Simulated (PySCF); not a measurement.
Compound: C₂H₄GaO (charge -1).
Cartesian coordinates in Å at the PBE0-D3(BJ)/def2-SVP level; atoms count from 1:
```xyz
8
C2H4GaO angstrom
C      0.4838   -1.4651   -0.1654
C     -0.0555   -0.2206   -0.2060
Ga    -1.8318   -1.1318   -0.2323
O     -0.3533   -2.4988   -0.1649
H      1.5694   -1.7166   -0.1314
H      0.5315    0.7024   -0.2098
H     -2.6932   -1.2827   -1.5885
H     -2.7647   -1.2212    1.0813
```

Computed with PBE0-D3(BJ)/def2-SVP geometry optimisation, gas phase (PySCF 2.14.0).

Which atoms are bound to Ga3, and at what distances?

4 atoms: H8 1.614 Å, H7 1.614 Å, C2 1.997 Å, O4 2.015 Å. The nearest atom not counted as bound is C1, at 2.34 Å.

List the angles at Ga3.

```
    angle  degrees  distance of the outer atoms (Å)
C2–Ga3–H8    121.9                             3.16
C2–Ga3–H7    121.9                             3.16
H7–Ga3–H8    111.7                             2.67
O4–Ga3–H8    111.1                             3.00
O4–Ga3–H7    110.9                             3.00
C2–Ga3–O4     69.9                             2.30
```

Describe the arrangement about Ga3 in numbers.

Angles from 69.9° to 121.9°; τ4 = (360° − α − β)/141° = 0.82 with α and β the two widest (0 for a square, 1 for a tetrahedron).

What are the other bond lengths?

C1=C2 1.357 Å; C1–O4 1.330 Å; C1–H5 1.115 Å; C2–H6 1.094 Å.

Give some angles away from the centre.

C2–C1–O4 117.6°, C1–C2–Ga3 86.3°, C1–O4–Ga3 86.2°.

What are the rotational constants (commonest isotopes, rigid rotor)?

A = 11181, B = 4626, C = 3432 MHz: an asymmetric top.

Point group: Cs (every atom within 0.08 Å of its image). Charge -1, singlet. The geometry's basis has no diffuse functions, a weakness for an anion. PBE0-D3(BJ)/def2-SVP frequencies: not computed here.

Hardware: an AMD EPYC 7R43 with one thread, no GPU, shared host with 256 logical CPUs at a one-minute load of 126. Cost: 25 s, 0.47 GiB resident at most. This is the geometry optimisation.
